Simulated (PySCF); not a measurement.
# BeH: from constants to spectrum

UHF-CCSD(T) constants of BeH, ²Σ⁺ (doublet), unpaired electrons σ ↑ (basis Be def2-SVPD, H def2-SVPD; no relativity; PySCF 2.14; masses 9.0122 and 1.0078 u):

```
ωe           : 2053.7 cm⁻¹
ωexe         : 42.7 cm⁻¹
Be           : 10.235 cm⁻¹
αe           : 0.342 cm⁻¹
De to Be + H : 2.01 eV
```

Q: What force constant and bond length do these constants imply?

A: Reduced mass μred = 0.90646 u; k = 5.8918×10⁻⁷·μred·ωe² (u, cm⁻¹, mdyn/Å) = 2.25 mdyn/Å; Re = √(16.8576/(μred·Be)) (u, cm⁻¹, Å) = 1.348 Å.

Q: Estimate the centrifugal constant D from the Kratzer relation and find the Dunham coefficient a1.

A: D = 4Be³/ωe² = 0.00102 cm⁻¹; a1 = −1 − αeωe/(6Be²) = -2.12.

Correlated steps freeze no core orbitals. Correlated levels converge slowly with the basis: in double zeta they bind strong bonds too weakly, by up to about 1 eV, and carry superposition errors of some tenths. The state is the lowest determinant that a PBE0 search found; another state may lie lower at other levels.
